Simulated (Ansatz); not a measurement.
Mulliken charges of ClGaH2O2, SMILES `[OH][Ga]([OH])[Cl]` from B3LYP/def2-TZVPP in Ansatz (PBE0-D4/def2-TZVP geometry).

| atom | x (Å) | y (Å) | z (Å) | charge (e) |
| --- | --- | --- | --- | --- |
| O1 | -0.319 | 1.428 | -0.310 | -0.396 |
| Ga2 | -0.083 | -0.317 | -0.113 | 0.663 |
| O3 | 1.066 | -0.914 | 1.088 | -0.388 |
| Cl4 | -1.159 | -1.715 | -1.293 | -0.251 |
| H5 | -0.962 | 1.656 | -0.986 | 0.186 |
| H6 | 1.499 | -0.203 | 1.568 | 0.187 |

Task: By hand: the dipole of these point charges (1 e Å = 4.8032 D).

Result: Σ q r = (0.050, 0.279, 0.060) e Å, of length 0.290 e Å = 1.39 D.

Task: How does the dipole of the full density compare? (Estimate.)

Result: The calculation gave: (-0.024, 0.325, -0.016) e Å, 1.57 D; the point charges give 0.89 times that, at 21° from its direction.

Point charges leave out the atoms' own dipoles, such as those of lone pairs, and Mulliken's split depends on the basis, so the two needn't agree.

B3LYP here is the variant with VWN-RPA as its local correlation; programs differ in this.
